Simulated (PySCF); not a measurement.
PySCF input file for 2-methylazaborolidine (C4H10BN), SMILES CB1CCCN1, KT2/pcSseg-1. Coordinates come from a PBE0-D3(BJ)/def2-SVP optimisation. Other conformers were not sampled.

```python
import numpy as np
from pyscf import gto, scf, dft
from pyscf.prop.nmr import rks as nmr

mol = gto.M(
    atom='''
    C     2.30216912   -0.59760545    0.01782003
    B     0.77828685   -0.20844841    0.03122464
    C    -0.45345706   -1.03896466    0.60546797
    C    -1.65926309   -0.30088623    0.00404921
    C    -1.18641927    1.13758870   -0.23726567
    N     0.24544904    0.99956255   -0.43806840
    H     2.45723379   -1.51929430   -0.56821755
    H     2.96254447    0.18113324   -0.39390209
    H     2.64646287   -0.83121687    1.03960606
    H    -0.45005589   -2.11741919    0.38446556
    H    -0.43829093   -0.95300012    1.70934200
    H    -2.57002872   -0.33559454    0.62196157
    H    -1.91385052   -0.75685662   -0.96709476
    H    -1.40510665    1.78195642    0.63716115
    H    -1.68439599    1.60217764   -1.10553262
    H     0.76773176    1.79262420   -0.78786303
    ''',
    basis='pcSseg-1',
    charge=0,
    spin=0,
    max_memory=1600,
    verbose=3,
)
mf = dft.RKS(mol, xc='kt2')
mf.grids.level = 3
mf.conv_tol = 1e-10
mf.max_cycle = 100
mf.kernel()
n = nmr.NMR(mf)
n.verbose = 2
n.max_cycle_cphf = 60
sigma = n.kernel()
print('atom   isotropic/ppm   span/ppm')
for i, s in enumerate(sigma):
    w = np.linalg.eigvalsh((s + s.T) / 2)
    print(f'{mol.atom_symbol(i):2s}{i + 1:3d} {w.mean():14.3f} {w[2] - w[0]:11.3f}')
```

Output:

```
converged SCF energy = -242.23783082203
atom   isotropic/ppm   span/ppm
C   1        183.341      22.215
B   2         57.998      79.187
C   3        162.696      23.102
C   4        154.203      38.324
C   5        131.357      56.552
N   6        132.084     146.235
H   7         30.735       9.857
H   8         30.888      10.339
H   9         30.832       9.887
H  10         30.135       9.572
H  11         30.462      10.259
H  12         29.276      10.615
H  13         29.570      11.680
H  14         27.850      10.864
H  15         27.921      10.128
H  16         27.246      11.968
```

The calculation finished and met its thresholds.
